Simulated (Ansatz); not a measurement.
Reaction (atomization): `BO[SiH2]Br` → B• + Br• + 4 H• + O• + Si•

Gas-phase electronic energies from Ansatz, PBE0-D4/def2-TZVP geometries. CCSD(T)/CBS adds triple-zeta CCSD(T) − MP2 to the extrapolated MP2 energy (def2 sets, frozen cores). This one scheme is used for every species, atoms too. DFT in def2-TZVPP. B3LYP here is the variant with VWN-RPA as its local correlation; programs differ in this. HSE06 is defined as in plane-wave codes. No spin–orbit coupling; open shells (•) take unrestricted orbitals. Spin–orbit coupling would lower the free atoms: a little for B, O, Si; clearly for Br. Bonds to Br are less sure, by a few kJ/mol each and by 10 to 20 or more in all where they break to atoms, as the def2 sets lack core-valence functions. Scalar relativity is left out up to krypton. Each species was taken in one conformer, which may not be the lowest.

```tsv
level	ΔE (kJ/mol)	difference from CCSD(T)/CBS
LDA (SPW92)	3134.7	329.4
PBE-D4	2801.8	-3.5
revPBE-D4	2737.9	-67.4
r2SCAN-D4	2810.0	4.7
B97M-V	2801.9	-3.4
PBE0-D4	2773.0	-32.3
r2SCANh-D4	2794.8	-10.5
r2SCAN0-D4	2773.3	-32.0
HSE06-D4	2774.8	-30.5
BHLYP-D4	2740.8	-64.5
CAM-B3LYP-D4	2807.9	2.6
ωB97X-V	2806.5	1.2
ωB97M-V	2803.6	-1.7
B2PLYP	2769.7	-35.6
PBE-QIDH	2776.2	-29.1
PBE	2785.2	-20.1
revPBE	2691.3	-114.0
BLYP	2737.4	-67.9
r2SCAN	2806.2	0.9
PBE0	2758.9	-46.4
B3LYP	2763.7	-41.6
r2SCANh	2790.6	-14.7
r2SCAN0	2768.6	-36.7
HSE06	2761.5	-43.8
BHLYP	2718.5	-86.8
CAM-B3LYP	2793.3	-12.0
LC-ωPBE	2766.4	-38.9
HF/def2-SVP	2131.9	-673.4
CCSD/def2-SVP	2596.5	-208.8
CCSD(T)/def2-SVP	2619.2	-186.1
HF/def2-TZVPP	2146.2	-659.1
MP2/def2-TZVPP	2782.6	-22.7
SCS-MP2/def2-TZVPP	2770.1	-35.2
CCSD/def2-TZVPP	2692.5	-112.8
HF/def2-QZVPP	2151.7	-653.6
MP2/def2-QZVPP	2829.8	24.5
SCS-MP2/def2-QZVPP	2821.2	15.9
HF/CBS(def2)	2152.6	-652.7
MP2/CBS(def2)	2861.5	56.2
CCSD/CBS(def2)	2771.4	-33.9
CCSD(T)/CBS	2805.3	0
```

Largest T1 diagnostic among the species: 0.014.

From PBE to PBE0 (25 % exact exchange), in def2-TZVPP and without D4, ΔE moves by −26.3 kJ/mol: exact exchange takes away binding that semilocal exchange gives to molecules. The D4 term adds +27.1 kJ/mol with B3LYP and +14.1 kJ/mol with PBE0; it sums over pairs of atoms, weighted by their polarisabilities, and B3LYP, whose exchange is more repulsive, gets the larger term. At CCSD(T), def2-SVP lies −186.1 kJ/mol from the extrapolated value and def2-TZVPP −78.9 kJ/mol: correlation converges slowly with the basis, and small sets miss more of it in the bonded molecule than in its fragments.

For atomizations the MP2-based limit and the directly extrapolated one differ by several kJ/mol either way, and by 10 to 25 for some Ge, Se and Sn compounds, so smaller differences from it don't rank the levels.
